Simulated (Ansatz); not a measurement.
Cost and result for the atomization energy of `[Cl][AlH][GeH3]` (7 atoms, 6 bonds).

The species carries charge 0 and has multiplicity 1. Correlated methods include outer-core shells of Ge, which these sets cover unevenly. Scalar relativity is left out up to krypton. The structure was optimised at the PBE0-D4/def2-TZVP level. Program: Ansatz. All runs use 2 threads of a server CPU on a shared host. Times are those of one run each, without the atoms' runs, and a repeat can differ threefold. Electronic energies, without spin–orbit coupling; frozen cores. CCSD(T)/CBS adds CCSD(T) − MP2 in def2-TZVPP to the MP2 limit, and its time is that of the two runs behind it. T1 = 0.011. With those shells the extrapolation isn't a true limit.

CCSD(T)/CBS is a level of theory with its own doubt, some kJ/mol a heavy atom from the limit and from the frozen cores, so smaller differences don't rank the functionals.

| level | functions | wall time | atomization (kJ/mol) | difference from CCSD(T)/CBS | per bond |
| --- | --- | --- | --- | --- | --- |
| LDA (SPW92)/def2-TZVPP | 188 | 0.8 s | 2024.4 | 179.8 | 30.0 |
| BLYP-D4/def2-TZVPP | 188 | 1.1 s | 1781.7 | -62.9 | -10.5 |
| revPBE-D4/def2-TZVPP | 188 | 1.4 s | 1768.3 | -76.3 | -12.7 |
| CCSD(T)/def2-SVP | 88 | 1.7 s | 1720.3 | -124.3 | -20.7 |
| BHLYP-D4/def2-TZVPP | 188 | 1.9 s | 1798.0 | -46.6 | -7.8 |
| CAM-B3LYP-D4/def2-TZVPP | 188 | 2.2 s | 1821.2 | -23.4 | -3.9 |
| B2PLYP/def2-TZVPP | 188 | 3 s | 1795.9 | -48.7 | -8.1 |
| PBE-QIDH/def2-TZVPP | 188 | 3 s | 1813.9 | -30.7 | -5.1 |
| r2SCANh-D4/def2-TZVPP | 188 | 5 s | 1836.0 | -8.6 | -1.4 |
| B97M-V/def2-TZVPP | 188 | 6.5 s | 1877.1 | 32.5 | 5.4 |
| MP2/def2-QZVPP | 349 | 12 s | 1817.0 | -27.6 | -4.6 |
| CCSD(T)/def2-TZVPP | 188 | 26 s | 1803.5 | -41.1 | -6.9 |
| CCSD(T)/CBS(def2) | – | 37 s | 1844.6 | 0.0 | 0.0 |

At CCSD(T), def2-SVP lies −124.3 kJ/mol from the extrapolated value and def2-TZVPP −41.2 kJ/mol: correlation converges slowly with the basis, and small sets miss more of it in the bonded molecule than in its fragments. The D4 term adds +21.5 kJ/mol with B3LYP and +11.3 kJ/mol with PBE0; it sums over pairs of atoms, weighted by their polarisabilities, and B3LYP, whose exchange is more repulsive, gets the larger term. From r2SCAN to r2SCAN0 (25 % exact exchange), in def2-TZVPP and without D4, the atomization energy moves by −16.9 kJ/mol: exact exchange takes away binding that semilocal exchange gives to molecules.

B3LYP here is the variant with VWN-RPA as its local correlation; programs differ in this.
